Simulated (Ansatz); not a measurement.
Calculated with Ansatz (gas phase, PBE0-D4/def2-TZVP geometries, no zero-point term in ΔE). CCSD(T)/CBS is the MP2 limit (def2-TZVPP, def2-QZVPP) plus CCSD(T) − MP2 in def2-TZVPP, frozen cores. Functionals use def2-TZVPP. B3LYP here is the variant with VWN-RPA as its local correlation; programs differ in this. For Ga, Zn outer-core shells are correlated without core-valence functions, which leaves a few kJ/mol of doubt a bond. Scalar relativity is left out up to krypton. Each species was taken in one conformer, which may not be the lowest.

`C[CH2][Ga]([OH])[OH]` + `[SH][Zn][SH]` → `C[S][Zn][SH]` + `[CH3][Ga]([OH])[OH]`  (substitution at a C–C bond)

```json
{"level": "LDA (SPW92)", "ΔE (kcal/mol)": "3.1", "difference from CCSD(T)/CBS": "0.2"}
{"level": "B97M-V", "ΔE (kcal/mol)": "2.4", "difference from CCSD(T)/CBS": "-0.5"}
{"level": "B3LYP-D4", "ΔE (kcal/mol)": "2.2", "difference from CCSD(T)/CBS": "-0.7"}
{"level": "BLYP", "ΔE (kcal/mol)": "1.4", "difference from CCSD(T)/CBS": "-1.5"}
{"level": "r2SCANh", "ΔE (kcal/mol)": "2.2", "difference from CCSD(T)/CBS": "-0.7"}
{"level": "BHLYP", "ΔE (kcal/mol)": "2.7", "difference from CCSD(T)/CBS": "-0.2"}
{"level": "MP2/def2-SVP", "ΔE (kcal/mol)": "4.5", "difference from CCSD(T)/CBS": "1.6"}
{"level": "CCSD/def2-SVP", "ΔE (kcal/mol)": "5.0", "difference from CCSD(T)/CBS": "2.1"}
{"level": "MP2/CBS(def2)", "ΔE (kcal/mol)": "2.4", "difference from CCSD(T)/CBS": "-0.5"}
{"level": "CCSD/CBS(def2)", "ΔE (kcal/mol)": "3.2", "difference from CCSD(T)/CBS": "0.3"}
{"level": "CCSD(T)/CBS", "ΔE (kcal/mol)": "2.9", "difference from CCSD(T)/CBS": "0"}
```

Largest T1 diagnostic among the species: 0.014.

From BLYP to BHLYP (50 % exact exchange), in def2-TZVPP and without D4, ΔE moves by +1.3 kcal/mol. Leaving LDA and LC-ωPBE aside and taking each functional with its dispersion term where it has one, the values, not all of them listed here, spread over 1.2 kcal/mol, from BLYP-D4 to CAM-B3LYP-D4. LDA lies +1.3 kcal/mol from PBE without D4. At CCSD(T), def2-SVP lies +1.9 kcal/mol from the extrapolated value and def2-TZVPP +0.4 kcal/mol.
